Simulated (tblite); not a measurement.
Q: What does the GFN2-xTB structure of `F/C=P\N([SiH3])[SiH3]` look like in three dimensions?

A: 
```
atom  x, y, z in Å
F1     1.4394   -1.9526    0.9840
C2     2.1103   -1.2499    0.0401
P3     1.5446    0.0797   -0.8105
N4    -0.0439    0.3267   -0.2875
Si5   -1.1067   -0.9630    0.2652
Si6   -0.6137    1.9889   -0.2943
H7     3.0937   -1.6580   -0.1441
H8    -0.9867   -1.0931    1.7125
H9    -0.7463   -2.1576   -0.4907
H10   -2.4451   -0.5089   -0.1118
H11   -0.8897    2.3662    1.0921
H12    0.4697    2.7812   -0.8709
H13   -1.8301    2.0408   -1.1019
```

Any rigid rotation of these coordinates is as good. Atoms count from 1 in this order. Si5 (SiH3 silicon) is distorted tetrahedral (angles from 104.1° to 114.9°). Of the pairs four or more bonds apart, F1···Si5 is among the closest relative to their van der Waals radii: 2.82 Å, 79 % of the sum of Bondi's values. N4 (nitrogen bridging silicon atoms) is planar (angles 123.9°, 119.9° and 116.2°, sum 360.0°, 0.01 Å off the plane of its three neighbours).

Bonds between heavy atoms (Å): F1–C2 1.355, C2=P3 1.677, P3–N4 1.691, N4–Si5 1.760, N4–Si6 1.757.

The geometry is computed with GFN2-xTB (gas phase).

Point group: C1 (no symmetry element, even within 0.4 Å). Its GFN2-xTB frequencies are all real (lowest 27 cm⁻¹). One conformer, not necessarily the lowest (C2–P3–N4–Si5 -30°).
